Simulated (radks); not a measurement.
Question: All-electron atom: Ir LVII in [Ar] 3d3. Calculated with a radial shooting solver on a logarithmic mesh with Libxc functionals: Dirac Kohn-Sham, PBE, spin-unpolarised, spherical densities, finite nucleus; open shells fill j = l - 1/2 first; Fermi nuclear charge, rms radius 5.4032 fm. Some entries of the table are withheld. Estimate them.

orbital,occ.,eigenvalue (Ry),<r^2> (bohr^2)
1s1/2,2,-5870.407,(1)
2s1/2,2,-1255.122,0.006274
2p1/2,2,-1216.588,0.004451
2p3/2,4,-1095.522,0.005604
3s1/2,2,-475.7110,(2)
3p1/2,2,-460.2937,(3)
3p3/2,4,-430.0649,(4)
3d3/2,3,-407.3772,0.02854
3d5/2,0,-400.4808,0.02987

Answer: 
(1) 1s1/2 <r^2> (bohr^2): 0.0004196
(2) 3s1/2 <r^2> (bohr^2): 0.03716
(3) 3p1/2 <r^2> (bohr^2): 0.03345
(4) 3p3/2 <r^2> (bohr^2): 0.03849
